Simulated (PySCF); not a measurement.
CH₃Cl₂Si, SMILES C[Si](Cl)Cl, multiplicity 2. Atoms are numbered in the order given.

```xyz
7

C      0.2539     2.0283     0.0000
Si    -0.5143     0.3214     0.0000
Cl     0.1304    -0.6991     1.6867
Cl     0.1304    -0.6991    -1.6867
H      1.3514     1.9298     0.0000
H     -0.0548     2.5855     0.8967
H     -0.0548     2.5855    -0.8967
```
Charge 0, spin multiplicity 2.

Coordinates come from a PBE0-D3(BJ)/def2-SVP optimisation. The isomer is the one that the SMILES or the coordinates give; other isomers of the formula were not compared.

All values below come from PBE/pcH-1 run with PySCF.

Unrestricted Kohn–Sham, ⟨S²⟩ = 0.751. Hyperfine tensors hold the contact and dipolar terms, without spin-orbit corrections.

Computed hyperfine couplings:
```
nucleus     A(iso) (MHz)  A(iso) (G)  dipolar principal values (MHz)
----------  ------------  ----------  ------------------------------
13C no. 1           67.3        24.0                -8.9, -8.6, 17.5
29Si no. 2        -776.6      -277.1              -132.1, 66.0, 66.1
35Cl no. 3          21.2         7.6              -19.2, -18.9, 38.1
35Cl no. 4          21.2         7.6              -19.2, -18.9, 38.1
1H no. 5            42.8        15.3                 -5.3, -0.1, 5.4
1H no. 6            -5.7        -2.0                 -5.7, -2.3, 8.0
1H no. 7            -5.7        -2.0                 -5.7, -2.3, 8.0
```

Task: And the g tensor (effective nuclear charges for spin-orbit coupling, GIAO)? (The exact figures need the calculation; the answer reports its results.)

Result: principal values 2.0022, 2.0072, 2.0074; isotropic 2.0056.
